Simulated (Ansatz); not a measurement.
Molecule: C4H4NS (charge -1, singlet). It need not be the lowest isomer of its formula. Whether it binds its extra electron was not tested at this geometry. 
Coordinates optimised at B3LYP-D3(BJ)/def2-TZVP (Ansatz, an electronic-structure program):
```
C
C 1 1.3683
H 2 1.0818 1 127.54
N 1 1.4302 2 124.99 3 1.97
H 4 1.0121 1 111.26 2 -31.09
H 4 1.0129 5 108.07 1 120.81
C 1 1.4340 2 112.77 3 179.53
C 7 1.3879 1 117.97 2 0.13
H 7 1.0916 8 122.18 1 179.91
S 8 1.7414 7 104.47 9 179.63
```
Charge -1, spin multiplicity 1.

Basis-set convergence of Hartree-Fock and MP2 correlation energies (hartree) with Ansatz. Valence correlation only, unless marked. No spin-orbit coupling. Non-relativistic.

| basis | functions | E(HF) | E(corr, MP2) |
|---|---|---|---|
| aug-cc-pV(D+d)Z | 183 | -605.74521 | -0.87977 |
| aug-cc-pV(T+d)Z | 377 | -605.80257 | -1.05333 |
| aug-cc-pV(Q+d)Z | 673 | -605.81767 | -1.11392 |

Extrapolating the two largest sets (X = 3 and 4) as X^-3: E(corr) = (64·(-1.11392) - 27·(-1.05333))/37 = -1.1581 Eh, an estimate of the basis-set limit. The largest set recovers 96.2 % of it, the smallest 76.0 %.
